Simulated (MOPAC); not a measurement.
MOPAC input (MNDO):

```
MNDO PRECISE GNORM=0.05 LET XYZ CHARGE=-1 GEO-OK AUX(PRECISION=9) THREADS=1
BiF2O

Bi   -0.02765200 1   -0.00809900 1    0.22836500 1
F     1.52880300 1   -1.03205700 1   -0.77749000 1
F     0.15851800 1    1.80877500 1   -0.84266000 1
O    -1.61134300 1   -0.78977700 1   -0.54662300 1
```

From the output:

```
                                                       MOPAC v23.2.5 Linux

          FINAL HEAT OF FORMATION =       -206.87895 KCAL/MOL =    -865.58151 KJ/MOL

          COSMO AREA              =         99.12 SQUARE ANGSTROMS
          COSMO VOLUME            =         88.95 CUBIC ANGSTROMS

          GRADIENT NORM           =          0.03097          =       0.01548 PER ATOM
          IONIZATION POTENTIAL    =          5.289572 EV
          HOMO LUMO ENERGIES (EV) =         -5.290  1.711
          NO. OF FILLED LEVELS    =         13
          MOLECULAR WEIGHT        =        262.9766         POINT GROUP:  C2v

          MOLECULAR DIMENSIONS (Angstroms)

            Atom       Atom       Distance
            F     3    F     2     2.98311
            O     4    F     2     2.43217
           Bi     1    F     3     0.00024

          SCF CALCULATIONS        =         15

   ATOM   CHEMICAL          X               Y               Z
  NUMBER   SYMBOL      (ANGSTROMS)     (ANGSTROMS)     (ANGSTROMS)

     1      Bi          0.02396466  *   0.00651909  *  -0.21953526  *
     2       F          1.34703504  *  -1.01263958  *  -0.26283749  *
     3       F          0.05126165  *   1.67364908  *  -0.32434381  *
     4       O         -1.48294151  *  -0.71652085  *  -0.05348906  *

                             CARTESIAN COORDINATES

   1   Bi        0.023964661     0.006519088    -0.219535264
   2    F        1.347035041    -1.012639579    -0.262837493
   3    F        0.051261645     1.673649076    -0.324343808
   4    O       -1.482941514    -0.716520851    -0.053489058

           Empirical Formula: O Bi F2  =     4 atoms

      MOLECULAR POINT GROUP   :   C2v

                  EIGENVALUES
 -38.05386 -32.83858 -30.68561 -15.14677  -9.04563  -9.01916  -9.01310  -8.99845
  -8.78458  -8.74910  -8.70418  -7.18662  -5.28957   1.71061   2.57440   2.62346

              NET ATOMIC CHARGES AND DIPOLE CONTRIBUTIONS

  ATOM NO.   TYPE          CHARGE      No. of ELECS.   s-Pop       p-Pop
    1         Bi           1.340270        3.6597     1.61821     2.04152
    2          F          -0.845127        7.8451     1.98250     5.86262
    3          F          -0.845125        7.8451     1.98250     5.86262
    4          O          -0.650017        6.6500     1.99181     4.65821
 DIPOLE           X         Y         Z       TOTAL
 POINT-CHG.    -0.749    -0.359     0.080     0.834
 HYBRID         0.108     0.052    -0.012     0.120
 SUM           -0.641    -0.308     0.068     0.714

          ATOMIC ORBITAL ELECTRON POPULATIONS

     Atom    s        px        py        pz
    1 Bi   1.61821   0.03288   0.02919   1.97945
    2  F   1.98250   1.91216   1.95059   1.99988
    3  F   1.98250   1.99774   1.86545   1.99943
    4  O   1.99181   0.92153   1.74976   1.98691

 **********************
 *                    *
 * JOB ENDED NORMALLY *
 *                    *
 **********************

 == MOPAC DONE ==
```

The dipole moment of an ion depends on the origin.

The geometry given is a B3LYP-D3(BJ)/def2-TZVP minimum.
